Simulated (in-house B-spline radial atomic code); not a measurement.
Checks on a self-consistent run for the calcium ion Ca³⁺, [Ne] 3s2 (3p1/2)2 (3p3/2)3. Level of theory: Dirac-Hartree-Fock, average of the jj configuration, Fermi nucleus of rms radius 3.4776 fm; calculated with a B-spline radial code for spherical atoms.

```
orbital  q      ε (Eh)    <1/r>        <r²>  small-component weight
  1s1/2  2  -151.49047   19.749  0.00792605               0.0051121
  2s1/2  2   -18.25723  4.09192    0.153836              0.00087242
  2p1/2  2   -15.03384  3.99242    0.129465              0.00084021
  2p3/2  4   -14.87906  3.94596    0.131953              0.00083059
  3s1/2  2    -3.38565  1.22738     1.45295              0.00016835
  3p1/2  2    -2.50244  1.11513     1.69861              0.00014457
  3p3/2  3    -2.49868  1.11222     1.71107              0.00014505
```

Electron-electron repulsion V_ee = 228.9230 hartree.

(1) What total energy follows from the eigenvalues?

(2) Does the Dirac virial theorem hold?

(3) What diamagnetic shielding (Lamb formula) and susceptibility (Langevin formula) do the radii give?

Results:

(1) The eigenvalues count the repulsion twice, so E = Σqε - V_ee = -448.352 - 228.923 = -677.275 hartree; the run printed -677.275.

(2) For a point nucleus E = -2c²Σq·w, with w the small-component weight. Here Σq·w = 0.018033 and c = 137.0360, so the ratio E/(-2c²Σq·w) is 1.000003; the finite nucleus accounts for the departure from 1.

(3) σ = (α²/3)Σq<1/r> = 79.4722/(3·137.036²) = 1410.7 ppm, and χ = -0.79199×10⁻⁶·Σq<r²> = -9.937×10⁻⁶ cm³/mol with Σq<r²> = 12.547 bohr². Both are non-relativistic formulas without the paramagnetism of open shells.
